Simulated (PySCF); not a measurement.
Computed shifts of a molecule C2H10Si3, PBE/pcSseg-1 in PySCF, GIAO, gas phase, atoms alike by connectivity averaged where their shifts nearly agree, in ppm (number of nuclei): ¹³C: 145.6 (1), 139.7 (1). ²⁹Si: -65.0 (1), -110.3 (1), -120.5 (1). ¹H: 6.58 (2), 6.54 (1), 4.95 (1), 4.51 (1), 3.86 (3), 3.75 (2). References: ¹³C against TMS (σ = 182.0 ppm); ²⁹Si against TMS (σ = 335.4 ppm); ¹H against TMS (σ = 31.49 ppm), references at their B3LYP-D3(BJ)/def2-TZVP geometries, non-relativistic. Geometry optimised at B3LYP-D3(BJ)/def2-SVP. The values are those of a single conformer.

### Question
Identify the compound among the candidates.
A) [SiH3][C@H]1C[SiH2][SiH2]1
B) C[Si@H]1C[SiH2][SiH2]1
C) C[SiH]1[SiH2]C[SiH2]1
D) C=C[SiH2][SiH2][SiH3]

### Answer
D, C=C[SiH2][SiH2][SiH3]
